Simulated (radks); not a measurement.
Nb IV, configuration [Kr] 4d0.5 5s0.5 5p1 (fractional occupations, a model configuration).

Method: Dirac Kohn-Sham, PBEsol, spin-unpolarised, spherical densities, point nucleus; open shells fill j = l - 1/2 first; computed with a radial shooting solver on a logarithmic mesh with Libxc functionals.

Energy parts (eV):
| part | energy |
|---|---|
| total | -103832.582 |
| kinetic | 107481.879 |
| electron-nucleus | -249358.327 |
| Hartree | 41185.503 |
| exchange-correlation | -3141.638 |

Orbitals (lengths in bohr, moments of r in powers of bohr; r(90%) holds 90 % of the orbital's charge):
orbital  occ.  eigenvalue (eV)  r(90%)   <1/r>  small-component weight
1s1/2       2        -18827.34  0.0647   42.38                2.23e-02
2s1/2       2        -2667.917   0.244   9.621                4.55e-03
2p1/2       2        -2452.068   0.220   9.597                4.56e-03
2p3/2       4        -2356.399   0.226   9.161                4.41e-03
3s1/2       2        -477.9725   0.656   3.274                1.20e-03
3p1/2       2        -396.7563   0.664   3.172                1.15e-03
3p3/2       4        -381.2350   0.680   3.067                1.11e-03
3d3/2       4        -237.7748   0.691   2.873                9.94e-04
3d5/2       6        -234.8810   0.696   2.846                9.83e-04
4s1/2       2         -96.1595    1.64   1.203                2.74e-04
4p1/2       2         -73.0190    1.81   1.093                2.34e-04
4p3/2       4         -70.7191    1.85   1.065                2.26e-04
4d3/2     0.5         -36.3085    2.47  0.8125                1.41e-04
4d5/2       0         -36.0402    2.49  0.8067                1.39e-04
5s1/2     0.5         -28.7116    3.83  0.4858                6.42e-05
5p1/2       1         -22.8695    4.34  0.4277                5.22e-05
5p3/2       0         -22.4647    4.41  0.4203                5.10e-05

The highest occupied level is 5p1/2 at -22.869 eV. The configuration is held as typed, so some empty levels lie below it. The density falls to 0.001 e/bohr^3 at r = 4.20 bohr.
